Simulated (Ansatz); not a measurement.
FH4NOSSn, SMILES `[NH2][Sn]([OH])([F])[SH]`. Charge 0, multiplicity 1. Sn takes the def2 core potential.

Cartesian coordinates in Å:
```
N -1.0138 -1.4490 0.4875
Sn 0.1061 0.1168 -0.0108
O 1.3556 0.2872 1.4652
F -0.8225 1.8045 -0.0730
S 1.0266 -0.0465 -2.1902
H -1.3248 -1.4300 1.4503
H -1.8106 -1.5984 -0.1167
H 1.8575 1.1062 1.4471
H 0.6260 1.2092 -2.4594
```

**Question.** List the harmonic frequencies (cm⁻¹, unscaled) at PBE0-D4/def2-TZVP in Ansatz. (Estimate.)

**Answer.** Computed: 59, 120, 130, 143, 165, 175, 201, 226, 372, 515, 603, 649, 665, 721, 845, 882, 1558, 2705, 3553, 3655, 3890.

**Question.** Is this a minimum?

**Answer.** Yes, all 21 modes are real.

**Question.** Give the ideal-gas thermochemistry at 298.15 K and 1 bar (rigid rotor, harmonic oscillator; point group C1, symmetry number 1).

**Answer.** Zero-point energy 130.6 kJ/mol; H(298) − E = 157.2 kJ/mol; entropy 399.9 J/(mol·K), of which translation 175.2, rotation 117.4, vibration 107.4; G(298) − E = 37.9 kJ/mol. Modes under 100 cm⁻¹ are hindered rotations or soft bends, so the harmonic entropy is rough.

**Question.** And at 400, 500, 600, 800 and 1000 K?

**Answer.** 
```csv
T (K),H − E (kJ/mol),S (J/mol/K),G − E (kJ/mol)
400,171.0,439.6,-4.9
500,185.6,472.2,-50.5
600,201.0,500.2,-99.2
800,233.3,546.6,-204.0
1000,267.1,584.4,-317.2
```

**Question.** Rotational constants (cm⁻¹)?

**Answer.** 0.09491, 0.05869, 0.05546.
